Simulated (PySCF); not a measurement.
PySCF 2.14 output of an unrestricted PBE0 calculation on a single atom or ion in aug-cc-pV5Z-PP with ECP28MDF, with scalar relativity through the core potential:

```
SCF conv_tol = 1e-09
number electrons alpha = 13  beta = 13
    C. Adamo and V. Barone.,  J. Chem. Phys. 110, 6158 (1999)
    M. Ernzerhof and G. E. Scuseria.,  J. Chem. Phys. 110, 5029 (1999)
cycle= 1 E= -329.37862428752  delta_E= -0.00354  |g|= 0.0145  |ddm|= 0.696
cycle= 2 E= -329.378711825296  delta_E= -8.75e-05  |g|= 0.00993  |ddm|= 0.0532
cycle= 3 E= -329.378746775528  delta_E= -3.5e-05  |g|= 0.00223  |ddm|= 0.0247
cycle= 4 E= -329.378747346589  delta_E= -5.71e-07  |g|= 7.07e-05  |ddm|= 0.00385
cycle= 5 E= -329.378747348692  delta_E= -2.1e-09  |g|= 1.29e-06  |ddm|= 0.000232
cycle= 6 E= -329.378747348693  delta_E= -1.14e-12  |g|= 4.04e-08  |ddm|= 5.26e-06
converged SCF energy = -329.378747348693  <S^2> = 3.5527137e-15  2S+1 = 1
```

The run itself started from symmetry-adapted Hartree-Fock orbitals and held the occupation by maximum overlap, on a logarithmic radial grid, so the iterations belong to that start.

Which element, charge and spin multiplicity is this?

Xe (xenon, neutral), multiplicity 1; the state was [Xe], closed-shell 1S.

Energies and moments cover only the electrons outside the core potential.
